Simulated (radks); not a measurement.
Task: Species: F3+. Configuration: [He] 2s2 2p2. Calculated with a radial shooting solver on a logarithmic mesh with Libxc functionals: Dirac Kohn-Sham, AM05, spin-unpolarised, spherical densities, finite nucleus; open shells fill j = l - 1/2 first; Fermi nuclear charge, rms radius 2.8976 fm. Some entries of the table are withheld. Estimate them.

orbital  occ.  eigenvalue (eV)  <r^2> (bohr^2)
1s1/2       2        -737.1849             (1)
2s1/2       2              (2)          0.9137
2p1/2       2              (3)             (4)
2p3/2       0              (5)             (6)

Result: 
(1) 1s1/2 <r^2> (bohr^2): 0.04208
(2) 2s1/2 eigenvalue (eV): -90.7929
(3) 2p1/2 eigenvalue (eV): -72.5935
(4) 2p1/2 <r^2> (bohr^2): 0.8489
(5) 2p3/2 eigenvalue (eV): -72.4933
(6) 2p3/2 <r^2> (bohr^2): 0.8510
